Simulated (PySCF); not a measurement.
These compounds are isomers of formula C6H10NOP.

A. SMILES CP(C)(=O)n1cccc1
B. SMILES C1(C)=COC(N(C)C)=P1
C. SMILES CN(c1c(C)ocp1)C

Spectrum 1. 13C{1H} NMR (computed): δ 182.2 (CH), 164.2 (C), 154.1 (C), 48.2 (CH3), 15.9 (CH3).

Spectrum 2. 13C{1H} NMR (computed): δ 203.8 (C), 142.5 (C), 140.0 (CH), 39.8 (CH3), 13.4 (CH3).

Spectrum 3. 13C{1H} NMR (computed): δ 123.1 (CH), 117.8 (CH), 22.7 (CH3).

[PySCF: coordinates at the GFN2-xTB level; shielding tensors at PBE0/pcSseg-1 (GIAO); relativity neglected; averaged over atoms made equivalent by symmetry, fast rotation or ring inversion; in vacuum; one conformer]

Shifts are taken against calculated references (same method and geometry level): 13C against TMS. Splittings of carbon signals by F and P are missing where no couplings were computed. Shifts are as computed. Against solution values, carbons near 30 ppm lie about +3 ppm off and those near 130 ppm about +5 ppm. Of 1211 compounds with measured shifts, 218 miss one by over three times the rms of a fit or turn the order of signals round; such compounds aren't used in these exercises.

Task: Which spectrum belongs to which compound?

Result: 1–C, 2–B, 3–A.

- Spectrum 1 (C): 5 13C signals; δC 164.2 is an aromatic carbon bearing nitrogen; δC 48.2 is a methyl carbon bonded to N.
- Spectrum 2 (B): 5 13C signals; δC 203.8 is an aromatic carbon bearing nitrogen; δC 39.8 is a methyl carbon bonded to N.
- Spectrum 3 (A): 3 13C signals; δC 123.1 is an aromatic CH next to a ring nitrogen; δC 117.8 is an aromatic CH.
